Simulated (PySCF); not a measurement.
PySCF 2.14 output of an unrestricted PBE calculation on a single atom or ion in dyall-av2z (16s12p7d2f, 101 functions), with no relativity, point nucleus:

```
SCF conv_tol = 1e-09
number electrons alpha = 15  beta = 11
    J. P. Perdew, K. Burke, and M. Ernzerhof.,  Phys. Rev. Lett. 77, 3865 (1996)
    J. P. Perdew, K. Burke, and M. Ernzerhof.,  Phys. Rev. Lett. 78, 1396 (1997)
    J. P. Perdew, K. Burke, and M. Ernzerhof.,  Phys. Rev. Lett. 77, 3865 (1996)
    J. P. Perdew, K. Burke, and M. Ernzerhof.,  Phys. Rev. Lett. 78, 1396 (1997)
cycle= 1 E= -1506.54391934832  delta_E= -0.0218  |g|= 0.0802  |ddm|= 0.152
cycle= 2 E= -1506.54343317391  delta_E= 0.000486  |g|= 0.113  |ddm|= 0.0514
cycle= 3 E= -1506.5450031074  delta_E= -0.00157  |g|= 0.00529  |ddm|= 0.0218
cycle= 4 E= -1506.54501039168  delta_E= -7.28e-06  |g|= 0.00177  |ddm|= 0.0047
cycle= 5 E= -1506.54501072193  delta_E= -3.3e-07  |g|= 0.000585  |ddm|= 0.000408
cycle= 6 E= -1506.54501077897  delta_E= -5.7e-08  |g|= 0.000131  |ddm|= 0.000276
cycle= 7 E= -1506.54501078093  delta_E= -1.96e-09  |g|= 6.91e-06  |ddm|= 3.14e-05
cycle= 8 E= -1506.54501078094  delta_E= -9.09e-12  |g|= 3.35e-07  |ddm|= 1.65e-06
converged SCF energy = -1506.54501078094  <S^2> = 6.0005214  2S+1 = 5.0002085
```

The run itself started from symmetry-adapted Hartree-Fock orbitals and held the occupation by maximum overlap, on a logarithmic radial grid, so the iterations belong to that start.

Which element, charge and spin multiplicity is this?

Ni²⁺ (nickel, charge +2), multiplicity 5; the state was [Ar] 3d7 4p1, one real determinant (an excited configuration).

⟨L²⟩ = 13.88 against 20 for a pure G term, so this real determinant mixes terms.
